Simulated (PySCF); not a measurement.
## CH8Cl2NSi3: g tensor and hyperfine couplings

Species: CH8Cl2NSi3 (doublet state).
Atom-mapped SMILES: `[SiH3:1][N:2]([SiH3:3])[SiH2:4][C:5]([Cl:6])[Cl:7]` (hydrogens: H8, H9, H10 on Si1; H11, H12, H13 on Si3; H14, H15 on Si4)

Structure used (GFN2-xTB), in Å, numbered top down from 1:
```xyz
15
CH8Cl2NSi3 angstrom
Si    -0.646    1.325    1.092
N     -0.474   -0.061    0.034
Si    -1.631   -1.365    0.155
Si     0.697   -0.049   -1.245
C      2.370    0.186   -0.434
Cl     3.767    0.419   -1.376
Cl     2.660   -0.130    1.210
H     -0.601    0.842    2.471
H      0.454    2.244    0.815
H     -1.932    1.971    0.816
H     -0.923   -2.626   -0.058
H     -2.213   -1.313    1.493
H     -2.665   -1.181   -0.868
H      0.623   -1.327   -1.956
H      0.509    1.073   -2.169
```

The hyperfine couplings belong to this conformer and change with its torsions.

Theory: UKS B3LYP, pcH-1 on C Cl H N Si, non-relativistic, mean-field spin-orbit, GIAO in PySCF 2.14.0. The structure is a single GFN2-xTB conformer in the gas phase; no vibrational or solvent corrections. The geometry wasn't refined by DFT: couplings that depend on bond lengths, twists or pyramidal angles can differ widely from those at the functional's own minimum. No stability test was run, so a lower SCF solution isn't excluded.

```
g1, g2, g3                      : 2.00107, 2.01409, 2.01518
g_iso                           : 2.01011
Form of g                       : close to axial: the two nearest values differ by 8 % of g3 − g1
⟨S²⟩                            : 0.7542 (exact 0.7500)
α and β electrons               : 49, 48
HOMO–LUMO gap, α and β orbitals : 5.50, 4.73 eV
```

Hyperfine couplings atom by atom, in MHz; T1 to T3 are the principal values of the dipolar part:

```csv
atom,isotope,a_iso,of which spin–orbit,T1,T2,T3,Mulliken spin population
Si1,29Si,-0.4,0.0,-0.7,0.2,0.5,0.00
N2,14N,-0.2,0.0,-0.2,-0.1,0.2,0.00
Si3,29Si,0.7,0.0,-0.3,0.2,0.2,0.00
Si4,29Si,34.1,0.0,-2.1,-1.1,3.2,-0.02
C5,13C,121.2,1.0,-75.4,-74.8,150.1,0.80
Cl6,35Cl,6.0,0.2,-28.9,-20.0,48.9,0.09
Cl7,35Cl,6.4,0.2,-29.3,-20.3,49.6,0.09
H8,1H,0.2,0.0,-1.0,-0.9,1.9,0.00
H9,1H,1.5,0.0,-2.7,-2.4,5.1,0.00
H10,1H,0.3,0.0,-0.6,-0.6,1.2,0.00
H11,1H,0.3,0.0,-0.9,-0.7,1.7,0.00
H12,1H,-0.2,0.0,-0.5,-0.5,1.0,0.00
H13,1H,-0.1,0.0,-0.5,-0.5,1.0,0.00
H14,1H,54.3,0.0,-3.1,-1.6,4.6,0.03
H15,1H,21.7,0.0,-3.1,-2.4,5.5,0.01
```

Largest spin populations (Mulliken): C5 (+0.80), Cl7 (+0.09) and Cl6 (+0.09). No atom but C5 exceeds +0.15. The angles at C5 add up to 358.8°, so it is planar.

Axes: g2 points within 6° of the Si4–C5 bond.

Under fast tumbling the dipolar parts average out, and these isotropic splittings remain: 2 × 1H (H14/H15, I = 1/2, 3 lines) with 1.35 mT and 2 × 35Cl (Cl6/Cl7, I = 3/2, 7 lines) with 0.22 mT.

Class means assume fast exchange of nuclei equivalent by connectivity; if that motion is slow, each nucleus keeps its own coupling. Si1 and Si3, with what hangs on them, aren't averaged: N2 is flat or nearly so (angle sum 360°), and its turn about the short N2–Si4 bond (1.73 Å) is taken as slow. The 1H value of +38.0 MHz is a mean of couplings from 21.7 to 54.3 MHz in this one geometry, not an average over conformers.

Main isotope only: 35Cl (natural samples also hold 24 % 37Cl, magnetic too, which adds its own pattern).

The 29Si coupling of Si4 (34.1 MHz) shows only in satellite lines or after enrichment, since that isotope makes up about 4.7 % of natural silicon.

The 13C coupling of C5 (121.2 MHz) shows only in satellite lines or after enrichment, since that isotope makes up about 1.07 % of natural carbon.

β density exceeds α density at some nuclei, such as Si4 (-0.0383), spin density in bohr⁻³. In a single determinant that takes different orbitals for the two spins, that is spin polarisation.

Time: 2.2 min wall (grids of density and orbitals included); peak memory 1.1 GiB. Hardware: one thread of an Intel Xeon Platinum 8488C, on a shared host.
